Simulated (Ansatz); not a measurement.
Compare A (`C/N=[C](\C)[GaH2]`) with its isomer B (`C=[C](N)[GaH][CH3]`).

Calculated with Ansatz (gas phase, PBE0-D4/def2-TZVP geometries, no zero-point term in ΔE). CCSD(T)/CBS is the MP2 limit (def2-TZVPP, def2-QZVPP) plus CCSD(T) − MP2 in def2-TZVPP, frozen cores. DFT in def2-TZVPP. B3LYP here is the variant with VWN-RPA as its local correlation; programs differ in this. For Ga outer-core shells are correlated without core-valence functions, which leaves a few kJ/mol of doubt a bond. Scalar relativity is left out up to krypton. One conformer a species, not always the lowest.

A:

Z-matrix (Å, degrees):
```
C
N 1 1.443
H 1 1.094 2 108.3
H 1 1.094 2 108.3 3 114.8
H 1 1.095 2 116.0 3 -122.6
C 2 1.275 1 121.1 3 122.9
Ga 6 1.986 2 112.6 1 180.0
C 6 1.511 2 125.2 1 -0.0
H 7 1.579 6 119.4 2 -179.8
H 7 1.565 6 119.1 2 0.2
H 8 1.090 6 111.0 2 179.8
H 8 1.095 6 111.4 2 59.6
H 8 1.095 6 111.4 2 -60.2
```

B:

```xyz
13

C     1.3826   -0.1767   -1.0147
C     0.9864   -0.3197    0.2614
N     1.8391   -0.6948    1.2812
Ga   -0.8891    0.0849    0.6905
C    -2.1022    0.8359   -0.6557
H     0.6970    0.1782   -1.7727
H     2.3989   -0.3955   -1.3405
H     2.7164   -1.1210    1.0209
H     1.4250   -1.0981    2.1033
H    -1.3832   -0.2472    2.1548
H    -1.6043    1.0275   -1.6067
H    -2.5291    1.7741   -0.2912
H    -2.9375    0.1524   -0.8306
```

(1) Which isomer does CCSD(T)/CBS put lower? Give the gap. (Estimate.)

(2) Give E(B) − E(A) in kcal/mol with r2SCAN-D4, ωB97M-V, B2PLYP, B3LYP-D4, PBE0-D4, CCSD(T)/def2-TZVPP, MP2/def2-TZVPP. (An estimate is asked.)

Largest T1 diagnostic: 0.012.

Results:

(1) Ansatz gave: B, by 17.6 kcal/mol.

(2) Computed: r2SCAN-D4 -17.3, ωB97M-V -16.7, B2PLYP -16.6, B3LYP-D4 -16.2, PBE0-D4 -17.0, CCSD(T)/def2-TZVPP -16.0, MP2/def2-TZVPP -17.8. None reverses the order clearly.

In def2-TZVPP, CCSD(T) changes the Hartree–Fock value by −1.5 kcal/mol (the triples alone add +0.0 kcal/mol) and MP2 by −3.4 kcal/mol.
